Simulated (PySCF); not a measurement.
`O=C([SiH3])/C=C/[O-]`, [C3H5O2Si]-, charge -1

Cartesian coordinates in Å; atom numbers follow the order of the lines, from 1:
```xyz
11

O    -0.526   -2.350   -0.333
C    -0.121   -1.187   -0.148
Si   -1.531    0.061    0.314
C     1.201   -0.729   -0.243
C     1.543    0.614   -0.013
O     2.654    1.150   -0.064
H    -1.754    1.190   -0.647
H    -1.423    0.711    1.660
H    -2.805   -0.718    0.335
H     1.981   -1.440   -0.504
H     0.663    1.261    0.249
```

Total charge -1.

Level of theory: quadratic response CAM-B3LYP/def2-TZVPD first hyperpolarisability, Taylor convention, gas phase (PySCF). Geometry: PBE0-D3(BJ)/def2-TZVP.

For a gas-phase anion, states above the detachment energy (about 2.9 eV, taken as minus the energy of the highest occupied orbital) lie in the continuum and depend on the basis.

Q: Give the tensor of the second harmonic β(−2ω;ω,ω) at 1064 nm in the axes of these coordinates.

A: In au, Taylor convention; rows are the first index (the induced dipole):
```
       xx      yy     zz      xy      xz     yz
x  +823.1  +113.8  +91.9  -129.3  -125.5  +19.9
y   -96.0  -233.5  -57.1  +102.8   +14.6  -42.2
z  -119.7   -43.6  -65.4   +19.3   +82.7  -58.6
```
Norm of βᵢ = ⅓ Σⱼ (βᵢⱼⱼ + βⱼᵢⱼ + βⱼⱼᵢ): 1119.2 au, hyper-Rayleigh value 425.7 au.
